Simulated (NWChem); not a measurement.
System: EDOT (C₆H₆O₂S); SMILES c1scc2c1OCCO2

```xyz
15

C     -0.0683    -1.2426    -1.2554
S      0.0000     0.0000    -2.4420
C      0.0683     1.2426    -1.2554
C      0.0381     0.7163     0.0083
C     -0.0381    -0.7163     0.0083
O     -0.0839    -1.4348     1.1546
C      0.3216    -0.6855     2.2823
C     -0.3216     0.6855     2.2823
O      0.0839     1.4348     1.1546
H     -0.1230    -2.2933    -1.5312
H      0.1230     2.2933    -1.5312
H      0.0189    -1.2564     3.1713
H      1.4228    -0.5797     2.2905
H     -1.4228     0.5797     2.2905
H     -0.0189     1.2564     3.1713
```
Atoms are numbered in this order, from 1.

Results from NWChem. Pople sets run with spherical d functions. STO-3G and 3-21G are far too small for this property and stand as cheap habits. The geometry was optimised at PBE0/def2-SVP. Not confirmed as a minimum by frequencies. GIAO values for the isolated, static molecule; σ is the absolute isotropic shielding, δ = σ(reference) − σ with the isolated reference molecule computed at the same levels (13C: tetramethylsilane, 1H: tetramethylsilane, 17O: water).

```
level                δ C1 (ppm)  δ C4 (ppm)  δ O6 (ppm)  δ C7 (ppm)  δ H10 (ppm)  δ H12 (ppm)  δ H13 (ppm)
-------------------  ----------  ----------  ----------  ----------  -----------  -----------  -----------
PBE/pcSseg-1         (withheld)  (withheld)  (withheld)  (withheld)   (withheld)         3.89         3.96
B3LYP/6-31G*               98.0       131.2        72.1        61.0         5.66         3.73         3.97
Hartree-Fock/STO-3G       118.1       125.3         0.5        49.2         6.35         2.47         1.99
B3LYP/6-311G**            105.7       146.1       107.7        65.9         6.12         3.87         3.91
```

Question: Complete the blanks.

Answer: 
- PBE/pcSseg-1, δ C1 (ppm): 101.9
- PBE/pcSseg-1, δ C4 (ppm): 143.5
- PBE/pcSseg-1, δ O6 (ppm): 115.9
- PBE/pcSseg-1, δ C7 (ppm): 66.6
- PBE/pcSseg-1, δ H10 (ppm): 5.96
